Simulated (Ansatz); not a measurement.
Gas-phase electronic energies from Ansatz, PBE0-D4/def2-TZVP geometries. CCSD(T)/CBS is the MP2 limit (def2-TZVPP, def2-QZVPP) plus CCSD(T) − MP2 in def2-TZVPP, frozen cores. DFT in def2-TZVPP. For Ge outer-core shells are correlated without core-valence functions, which leaves a few kJ/mol of doubt a bond. Scalar relativity is left out up to krypton. Each species was taken in one conformer, which may not be the lowest.

`FCO[SiH2][SiH3]` + GeH₄ → `[SiH3][SiH2][GeH3]` + `OCF`  (formal exchange of groups at the Si–O bond)

```tsv
level	ΔE (kJ/mol)
PBE0-D4	36.9
B2PLYP	54.4
r2SCAN	47.6
MP2/def2-TZVPP	53.0
HF/def2-QZVPP	72.2
MP2/def2-QZVPP	53.1
SCS-MP2/def2-QZVPP	58.6
HF/CBS(def2)	72.5
```

Question: What does CCSD(T)/CBS give? (Estimate.)

Answer: The calculation gave: +49.3 kJ/mol. The listed levels differ from it by -12.4, 5.1, -1.7, 3.7, 22.9, 3.8, 9.3, 23.2 kJ/mol.

Largest T1 diagnostic among the species: 0.013.

From PBE to PBE0 (25 % exact exchange), in def2-TZVPP and without D4, ΔE moves by +3.8 kJ/mol. In def2-TZVPP, CCSD(T) changes the Hartree–Fock value by −19.3 kJ/mol (the triples alone add −2.0 kJ/mol) and MP2 by −16.8 kJ/mol.
